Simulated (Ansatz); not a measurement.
Mulliken charges of CH$_{5}$SSb (`[CH3][SbH][SH]`) from ωB97M-V/def2-TZVPP in Ansatz (PBE0-D4/def2-TZVP geometry).

| atom | x (Å) | y (Å) | z (Å) | charge (e) |
| --- | --- | --- | --- | --- |
| C1 | -0.724 | 0.806 | -0.384 | -0.563 |
| Sb2 | 1.341 | 0.192 | -0.437 | 0.434 |
| S3 | 1.389 | -0.923 | 1.720 | -0.349 |
| H4 | -0.829 | 1.602 | 0.353 | 0.154 |
| H5 | -1.367 | -0.030 | -0.116 | 0.136 |
| H6 | -1.006 | 1.185 | -1.368 | 0.142 |
| H7 | 0.999 | -1.221 | -1.346 | -0.074 |
| H8 | 0.290 | -1.669 | 1.522 | 0.119 |

Problem. By hand: the dipole of these point charges (1 e Å = 4.8032 D).

Solution. Σ q r = (0.009, 0.254, -0.449) e Å, of length 0.516 e Å = 2.48 D.

Problem. How does the dipole of the full density compare? (Best estimate.)

Solution. The calculation gave: (-0.254, 0.134, -0.293) e Å, 1.97 D; the point charges give 1.26 times that, at 40° from its direction.

Point charges leave out the atoms' own dipoles, such as those of lone pairs, and Mulliken's split depends on the basis, so the two needn't agree.
